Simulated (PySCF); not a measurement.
**Spin-rotation constants: `N#C/C(=C/C[SiH3])[SiH2]N`, C₄H₁₀N₂Si₂**

Geometry:
| atom | x (Å) | y (Å) | z (Å) |
| --- | --- | --- | --- |
| N1 | 1.748 | 3.416 | -0.193 |
| C2 | 1.239 | 2.396 | -0.340 |
| C3 | 0.660 | 1.130 | -0.509 |
| C4 | -0.678 | 1.033 | -0.543 |
| C5 | -1.447 | -0.216 | -0.659 |
| Si6 | -2.187 | -0.702 | 1.042 |
| Si7 | 1.888 | -0.299 | -0.698 |
| N8 | 1.667 | -1.279 | 0.705 |
| H9 | -1.275 | 1.936 | -0.441 |
| H10 | -0.817 | -1.029 | -1.017 |
| H11 | -2.272 | -0.079 | -1.361 |
| H12 | -3.016 | 0.403 | 1.529 |
| H13 | -1.108 | -0.972 | 1.988 |
| H14 | -3.014 | -1.893 | 0.839 |
| H15 | 1.543 | -1.153 | -1.838 |
| H16 | 3.224 | 0.278 | -0.893 |
| H17 | 1.641 | -0.829 | 1.606 |
| H18 | 2.193 | -2.136 | 0.772 |

Computed with GIAO B3LYP/pcSseg-1 magnetisability, rotational g tensor and spin-rotation constants, non-relativistic, gas phase in PySCF 2.14.0. Geometry: GFN2-xTB.

Give the nuclear spin-rotation constants along the inertial axes (H = +C I·J) beside the isotropic shieldings.

Rotational constants 1.7405, 0.9092, 0.6872 GHz. A star marks the isotopologue with that one atom substituted, in its own axes.
| atom | isotope | Caa (kHz) | Cbb (kHz) | Ccc (kHz) | mean (kHz) | σ (ppm) |
| --- | --- | --- | --- | --- | --- | --- |
| N1 | 14N | 0.210 | 0.157 | 0.140 | 0.169 | -49.1 |
| N8 | 14N | 0.079 | 0.017 | 0.024 | 0.040 | 251.6 |
| H9 | 1H | -0.171 | 0.106 | -0.078 | -0.048 | 24.2 |
| H10 | 1H | -0.165 | 0.011 | -0.069 | -0.074 | 29.2 |
| H11 | 1H | -0.147 | -0.076 | -0.021 | -0.081 | 29.9 |
| H12 | 1H | -0.156 | 0.019 | -0.057 | -0.064 | 27.9 |
| H13 | 1H | -0.132 | -0.052 | -0.012 | -0.066 | 28.0 |
| H14 | 1H | 0.006 | -0.069 | -0.052 | -0.038 | 27.7 |
| H15 | 1H | -0.143 | -0.057 | 0.012 | -0.062 | 26.8 |
| H16 | 1H | 0.077 | -0.069 | -0.062 | -0.018 | 26.6 |
| H17 | 1H | -0.230 | -0.104 | -0.003 | -0.112 | 31.8 |
| H18 | 1H | -0.229 | 0.004 | -0.086 | -0.103 | 31.8 |
| C2 | 13C* | 0.295 | 0.315 | 0.287 | 0.299 | 57.2 |
| C3 | 13C* | 0.580 | 0.339 | 0.112 | 0.344 | 72.3 |
| C4 | 13C* | 0.726 | 0.513 | 0.131 | 0.457 | 5.3 |
| C5 | 13C* | 0.286 | 0.154 | 0.097 | 0.179 | 157.9 |
| Si6 | 29Si* | -0.959 | -0.535 | -0.381 | -0.625 | 404.0 |
| Si7 | 29Si* | -1.033 | -0.544 | -0.412 | -0.663 | 378.0 |

For the geometry as given, no vibrational averaging.

How do the rotational constants and the g tensor change when H9, H10, H11, H12, H13, H14, H15, H16, H17, H18 are replaced by deuterium?

Constants 1.5148, 0.8216, 0.6255 GHz; g -0.0203, -0.0186, -0.0114, against -0.0221, -0.0210, -0.0123 before.
